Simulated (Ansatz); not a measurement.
Reactions of C3H5ClSi (`ClCC1=C[SiH2]1`).

Calculated with Ansatz (gas phase, PBE0-D4/def2-TZVP geometries, no zero-point term in ΔE). CCSD(T)/CBS is the MP2 limit (def2-TZVPP, def2-QZVPP) plus CCSD(T) − MP2 in def2-TZVPP, frozen cores. This one scheme is used for every species. DFT in def2-TZVPP. B3LYP here is the variant with VWN-RPA as its local correlation; programs differ in this. For Br, Ge outer-core shells are correlated without core-valence functions, which leaves a few kJ/mol of doubt a bond. Scalar relativity is left out up to krypton. One conformer a species, not always the lowest.

```json
{"reaction": "`ClCC1=C[SiH2]1` → `ClC1=CC[SiH2]1`", "CCSD(T)/CBS(def2) (eV)": "?"}
{"reaction": "`ClCC1=C[SiH2]1` + HBr → `BrC1=C[SiH2]1` + `CCl`", "CCSD(T)/CBS(def2) (eV)": "0.20"}
{"reaction": "`ClCC1=C[SiH2]1` → `CC#C[SiH2]Cl`", "CCSD(T)/CBS(def2) (eV)": "-2.14"}
{"reaction": "`ClCC1=C[SiH2]1` → `C#C[SiH](C)Cl`", "CCSD(T)/CBS(def2) (eV)": "-2.42"}
{"reaction": "`ClCC1=C[SiH2]1` + `FC[SiH3]` → `FC([SiH3])CCl` + `C1=C[SiH2]1`", "CCSD(T)/CBS(def2) (eV)": "0.03"}
{"reaction": "`ClCC1=C[SiH2]1` + H₂ → `CC1=C[SiH2]1` + HCl", "CCSD(T)/CBS(def2) (eV)": "?"}
{"reaction": "`ClCC1=C[SiH2]1` → `[SiH3]C1(Cl)C=C1`", "CCSD(T)/CBS(def2) (eV)": "0.71"}
{"reaction": "`ClCC1=C[SiH2]1` + `[NH2][GeH3]` → `[GeH3][NH]C1=C[SiH2]1` + `CCl`", "CCSD(T)/CBS(def2) (eV)": "-0.10"}
{"reaction": "`ClCC1=C[SiH2]1` + `CC(C)Cl` → `CC(Cl)CCCl` + `C1=C[SiH2]1`", "CCSD(T)/CBS(def2) (eV)": "?"}
{"reaction": "`ClCC1=C[SiH2]1` → `C=C1[SiH2]C1Cl`", "CCSD(T)/CBS(def2) (eV)": "0.29"}
```

**Question.** Fill in the missing values. (An estimate is asked.)

**Answer.** The calculation gave: `ClCC1=C[SiH2]1` → `ClC1=CC[SiH2]1`: -0.88 eV; `ClCC1=C[SiH2]1` + H₂ → `CC1=C[SiH2]1` + HCl: -0.90 eV; `ClCC1=C[SiH2]1` + `CC(C)Cl` → `CC(Cl)CCCl` + `C1=C[SiH2]1`: +0.09 eV.

Largest T1 diagnostic: 0.013, for `[GeH3][NH]C1=C[SiH2]1`.
